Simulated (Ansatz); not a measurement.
BrH3Ti (SMILES [TiH3][Br]) moved off its minimum; all values from Ansatz (an electronic-structure program), cores frozen in correlated methods.
(charge 0, multiplicity 1)
```xyz
5

Ti     1.18589    -0.00176     0.50089
Br    -0.83817     0.04231    -0.42259
H      2.22365     0.93948    -0.35807
H      1.15715     0.62461     2.06439
H      1.77843    -1.56581     0.68799
```

Q: Give the forces (eV/Å), the total energy and the dipole at CCSD(T)/def2-TZVPPD.

A: 
```tsv
atom	Fx	Fy	Fz
Ti1	1.460	-0.287	1.203
Br2	-2.014	0.032	-0.913
H3	0.549	0.488	-0.533
H4	-0.101	0.168	0.302
H5	0.105	-0.400	-0.059
```
Energy -3422.9177 hartree, dipole 0.33 D.
